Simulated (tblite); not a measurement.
Di-tert-butylphosphine oxide, C8H19OP.
SMILES: `CC(C)(C)[PH](=O)C(C)(C)C`

Computed with GFN2-xTB (tblite): harmonic, unscaled wavenumbers at the GFN2-xTB geometry, gas phase. Errors from tens to a few hundred cm⁻¹ against measured bands are possible. Modes of hydrogen on phosphorus can be 10 to 20 % off.

Harmonic wavenumbers (cm⁻¹): 40.4, 66.7, 144.8, 179.7, 181.4, 198.6, 206.6, 212.3, 224.8, 236.1, 254.7, 260.6, 274.5, 298.0, 329.0, 350.4, 376.1, 381.4, 415.9, 432.2, 459.1, 589.8, 666.6, 853.6, 855.3, 899.6, 940.5, 959.4, 960.0, 964.7, 966.4, 971.3, 972.0, 1019.2, 1020.8, 1028.2, 1033.1, 1199.9, 1206.5, 1225.4, 1233.4, 1247.7, 1249.8, 1271.0, 1398.3, 1401.0, 1401.3, 1404.2, 1420.8, 1425.2, 1474.9, 1478.9, 1480.7, 1483.4, 1485.9, 1490.7, 1494.6, 1496.6, 1498.4, 1503.7, 1507.7, 1515.8, 2199.2, 2995.0, 3002.6, 3006.8, 3007.3, 3008.3, 3009.7, 3011.7, 3013.2, 3014.8, 3018.4, 3020.2, 3021.2, 3023.7, 3026.2, 3030.4, 3033.9, 3036.9, 3054.3.

A = 1647, B = 865.4, C = 766.4 MHz; mass 162.117 u (most abundant isotopes); point group C1, symmetry number 1.

Zero-point energy?

½Σν̃ = 55877 cm⁻¹ = 159.76 kcal/mol.

What is S at 200 K and 1 bar for an ideal gas of classical rigid rotors and harmonic oscillators?

Translation 39.20, rotation 28.88, vibration 27.38: S = 95.5 cal/(mol K).

And Cp and H(200 K) − H(0)?

Cp = 41.17 cal/(mol K), of which vibrations give 33.23 (their classical limit is 81 R = 161.0); H(200 K) − H(0) = 4.79 kcal/mol without the zero-point energy, 3.20 from vibrations.

Which modes carry the vibrational entropy at 200 K?

40.4 cm⁻¹: 4.45; 66.7 cm⁻¹: 3.47; 144.8 cm⁻¹: 1.99; 179.7 cm⁻¹: 1.61; 181.4 cm⁻¹: 1.59; 198.6 cm⁻¹: 1.44 cal/(mol K); the other 75 give 12.83 together.

How do the functions run with temperature in this model?

```csv
T (K),S (cal/(mol K)),Cp (cal/(mol K)),H − H(0) (kcal/mol),G − H(0) (kcal/mol),ln q(vib)
150,84.7,33.8,2.91,-9.79,3.74
250,105.4,48.0,7.02,-19.32,7.74
298.15,114.4,54.7,9.50,-24.62,9.69
400,132.5,68.8,15.79,-37.20,13.77
600,165.0,92.3,32.01,-67.01,21.55
900,207.4,116.4,63.58,-123.05,32.53
```

q(vib) and H(0) count from the zero-point level.

Hindered rotation and anharmonicity are outside this model. The structure is chiral; the term R ln 2 for an equal mix with its mirror image is left out.

Conformer computed: `[CH3:1][C:2]([CH3:3])([CH3:4])[PH:5](=[O:6])[C:7]([CH3:8])([CH3:9])[CH3:10]`: C1–C2–P5–O6 -175°, C2–P5–C7–C8 -57°.
